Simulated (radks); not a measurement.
Values are calculated unless marked as measured or tabulated.
Excited configurations of C II: one electron is placed in a higher orbital outside [He] 2s2. The ground configuration is [He] 2s2 2p1. Level of theory: scalar-relativistic Kohn-Sham, r2SCAN, spin-unpolarised, spherical densities, finite nucleus; meta-GGA in the generalised Kohn-Sham scheme; Fermi nuclear charge, rms radius 2.4702 fm (a radial shooting solver on a logarithmic mesh with Libxc functionals). Excitation = E - E(ground); binding = E(ion) - E, where the ion is the core of charge +2; n* = 2/sqrt(2 binding) in atomic units, and the quantum defect is n - n*.

[
 {"outer orbital": "4p", "excitation (eV)": "19.618", "binding (eV)": "4.109", "n*": "3.639", "<r> (bohr)": "9.445"},
 {"outer orbital": "5p", "excitation (eV)": "21.173", "binding (eV)": "2.554", "n*": "4.616", "<r> (bohr)": "15.64"},
 {"outer orbital": "5d", "excitation (eV)": "21.458", "binding (eV)": "2.270", "n*": "4.897", "<r> (bohr)": "16.56"},
 {"outer orbital": "6s", "excitation (eV)": "21.805", "binding (eV)": "1.922", "n*": "5.321", "<r> (bohr)": "21.58"},
 {"outer orbital": "6p", "excitation (eV)": "21.984", "binding (eV)": "1.743", "n*": "5.588", "<r> (bohr)": "23.35"},
 {"outer orbital": "7s", "excitation (eV)": "22.355", "binding (eV)": "1.372", "n*": "6.298", "<r> (bohr)": "30.34"}
]

The Delta-SCF ionisation energy is 23.727 eV (NIST Atomic Spectra Database: 24.383 eV, measured). Self-interaction in the functional shifts the binding energies and quantum defects, so they are the method's values and not measured ones. Spin polarisation and multiplet splitting are left out, so open shells lie too high by an amount that depends on their filling.

Beside tabulated values, note that spin-unpolarised runs miss the spin-polarisation part of the exchange energy of open shells.
